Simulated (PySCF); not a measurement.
BH3, SMILES B. Atoms are numbered in the order given.

```xyz
4

B      0.0000     0.0000     0.0000
H     -1.1894     0.0000     0.0000
H      0.5947    -1.0300     0.0000
H      0.5947     1.0300     0.0000
```
Charge 0, spin multiplicity 1.

The structure is a stationary point at B3LYP-D3(BJ)/def2-TZVPD. The isomer is the one that the SMILES or the coordinates give; other isomers of the formula were not compared.

These are B3LYP-D3(BJ)/def2-TZVPD (PySCF 2.14.0) values and carry that method's errors.

Frequencies are harmonic and unscaled.

Modes within 1.5 cm⁻¹ of each other (mostly degenerate sets) share a row, with their intensities summed.

Computed harmonic wavenumbers and intensities:
| mode | ν (cm⁻¹) | IR (km/mol) | Raman (Å⁴/amu) | depolarisation | moving atoms (share of kinetic energy) |
|---|---|---|---|---|---|
| 1 | 1162 | 82.3 | 0.0 | – | H 78 %, B 22 % |
| 2–3 | 1202 | 28.2 | 0.7 | 0.75 | H 90 %, B 10 % |
| 4 | 2563 | 0.0 | 230.0 | 0.03 | H 100 % |
| 5–6 | 2694 | 260.4 | 71.5 | 0.75 | H 88 %, B 12 % |
